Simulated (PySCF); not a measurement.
Compound: C6H11NOSi.
SMILES with atom numbers: `[CH2:1]=[N:2][C@@H:3]1[CH2:4][SiH2:5][C:6](=[CH2:7])[CH2:8][O:9]1`

NICS = −σ at a ghost point: NICS(0) at the centroid of the ring atoms, NICS(1) 1 Å to either side along the normal of their mean plane, zz for the tensor component along that normal. Level: GIAO PBE0/pcSseg-1 (PySCF, non-relativistic, gas phase) on the GFN2-xTB geometry, one conformer.

Ring bond lengths (Å), with Mayer bond orders in brackets: C3–C4 1.535 (0.99), C4–Si5 1.901 (0.90), Si5–C6 1.888 (0.83), C6–C8 1.508 (0.99), C8–O9 1.407 (0.92), O9–C3 1.416 (0.89).

**Question.** What do the NICS probes read (ppm)?

**Answer.** 
| ring | type | NICS(0) | NICS(1), two faces | NICS(1)zz, two faces | rms pucker (Å) | centre to ring atoms, mean (Å) |
| --- | --- | --- | --- | --- | --- | --- |
| C3–C4–Si5–C6–C8–O9 | 6-membered ring with O and Si; formal bonds all single | -1.4 | -2.1 / -1.3 | 2.6 / 2.7 | 0.22 | 1.55 |

**Question.** What can be read from them?

**Answer.** 
- C3–C4–Si5–C6–C8–O9: mean NICS(1)zz 2.7 ppm, near zero. C3, C4, Si5, C8 have four or more neighbours, so the value isn't read as a sign of a π ring current.

**Question.** What field does 11.7 T along the ring normal induce along that normal at the second NICS(1) probe listed for ring C3–C4–Si5–C6–C8–O9, 1 Å off the ring?

**Answer.** NICSzz × B0 = 2.7 ppm × 11.7 T = 32 μT, along the applied field.

**Question.** What are the shieldings of the ring atoms and their hydrogens in the same run (means over atoms taken as equivalent)?

**Answer.** 
```csv
atoms,environment,σ isotropic (ppm),"principal values of the symmetric part, first atom (ppm)"
C3,sp3 carbon bound to oxygen,90.9,"70.9, 82.1, 119.6"
C4,sp3 carbon bound to silicon,165.9,"149.9, 160.9, 186.9"
Si5,SiH2 silicon,402.3,"372.2, 403.1, 431.6"
C6,fully substituted alkene carbon,37.5,"-78.9, 12.4, 179.1"
C8,sp3 carbon bound to oxygen,107.0,"78.9, 98.2, 143.9"
O9,cyclic ether oxygen,260.3,"228.2, 272.8, 279.9"
H on C3,methine hydrogen,26.45,"23.5, 25.3, 30.5"
H on C4,methylene hydrogen,30.92,"27.3, 29.4, 36.0"
H on C4,methylene hydrogen,29.91,"25.7, 27.7, 36.4"
H on Si5,Si–H hydrogen,27.02,"23.9, 25.2, 31.9"
H on Si5,Si–H hydrogen,27.26,"23.9, 25.3, 32.6"
H on C8,methylene hydrogen,27.21,"23.4, 27.0, 31.3"
H on C8,methylene hydrogen,27.10,"22.4, 27.0, 31.9"
```

Time: 1.7 min (grids of density and orbitals included); peak memory 0.96 GiB. Hardware: one thread, Arm Neoverse N1 (aarch64), shared host with 64 logical CPUs at a one-minute load of 61. This is the whole shielding run at PBE0/pcSseg-1, SCF included.
